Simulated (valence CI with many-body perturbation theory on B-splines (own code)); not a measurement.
Values are calculated unless marked as measured or tabulated.
## Run record, Mo XII

The program does CI of the valence electrons with many-body perturbation theory for a frozen closed Dirac-Fock core.

Command, and the settings that its task file holds:

```sh
python run_cv.py task.json out
```

```
atom Mo  Z=42  mass_number=98  rms_radius_fm=4.4091
core [Ar] 3d10
valence 4s2 4p2
avg = 1
basis = S
breit = 1
cap = 10000
capref = 1200
cscale = 1
de = 0.0
dress = 0
eps = 2e-08
extrap = 1
h = 0.27
hh = 1
l2 = 3
lcore = 6
maxit = 60
n2 = 5
natural = 1
nlev = 20
nno = [3, 3, 3, 2, 1]
nroot = 26
nsp = [3, 3, 2, 1, 0]
pt2 = 1
qed = 1
rpa = 1
s1 = 1
s2 = 1
s3 = 1
screen = 1
tol = 2e-05
whole = 1
```

(1) What became of the run, and why?

Answers

(1) It gave no result: the electrons of core and valence do not add up to the charge. The program said: "core and valence hold 32 electrons, the ion has 31".
